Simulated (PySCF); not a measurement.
**Löwdin shares of the frontier orbitals**

Compound: C6H10P (charge +1).
Cartesian coordinates in Å at the GFN2-xTB level; atoms count from 1:
```xyz
17
C6H10P angstrom
C      3.560    0.542   -0.313
C      2.405    0.234   -0.452
P      0.722   -0.179   -0.623
C      0.394   -1.810    0.070
C     -0.334    1.096    0.133
C     -1.778    0.783   -0.153
C     -2.656    0.464    0.779
H      4.576    0.803   -0.202
H      0.471   -0.216   -1.979
H      1.007   -2.562   -0.429
H     -0.662   -2.051   -0.065
H      0.630   -1.808    1.136
H     -0.135    1.112    1.210
H     -0.052    2.067   -0.290
H     -2.074    0.862   -1.191
H     -2.391    0.396    1.821
H     -3.688    0.280    0.538
```

Method used: TDDFT CAM-B3LYP/def2-SVPD, vertical, gas phase, core orbitals frozen in the response (PySCF).

Kohn–Sham orbitals with the atoms that hold most of them (Löwdin shares over 4%, at most four atoms; ? is withheld):

| orbital | ε (eV) | atoms |
| --- | --- | --- |
| HOMO-3 | -15.72 | C7 26%, C6 21%, H16 12%, C5 11% |
| HOMO-2 | -14.77 | C2 42%, C1 38%, P3 6% |
| HOMO-1 | -14.76 | C2 44%, C1 39%, P3 5% |
| HOMO | -13.25 | ? |
| LUMO | ? | C1 27%, C2 23%, P3 21%, H9 6% |
| LUMO+1 | -4.05 | C1 28%, C2 23%, P3 20%, C4 8% |
| LUMO+2 | -3.23 | C7 23%, C6 21%, P3 13%, C5 8% |

Question: Which atoms hold the HOMO, and with what shares?

Answer: C6 (bonded to 2 C and H) 37%; C7 (bonded to C and 2 H) 36%; C5 (bonded to C, P and 2 H) 7%.

Question: What is the LUMO energy, and the HOMO–LUMO gap?

Answer: ε(LUMO) = -4.10 eV; the gap is 9.15 eV (0.3361 hartree).

Question: How does S1 compare with the orbital gap of 9.15 eV?

Answer: S1 is at 5.96 eV (f = 0.0002), 3.19 eV below the gap, made of HOMO-1→LUMO (41%), HOMO-2→LUMO+1 (37%). Its leading pair isn't HOMO and LUMO; the energies of that pair differ by 10.65 eV. 

Question: One configuration dominates each of S4 and S5. Which, and how do the shares of the two leading atoms of either orbital change from the occupied to the empty one?

Answer: 
- S4 (6.83 eV, f 0.177), HOMO→LUMO (78%): C6 37% → at most 7%, C7 36% → at most 7%, C1 at most 4% → 27%, C2 at most 4% → 23%
- S5 (6.97 eV, f 0.051), HOMO→LUMO+1 (77%): C6 37% → at most 8%, C7 36% → at most 8%, C1 at most 4% → 28%, C2 at most 4% → 23%

One conformer stands for the species.
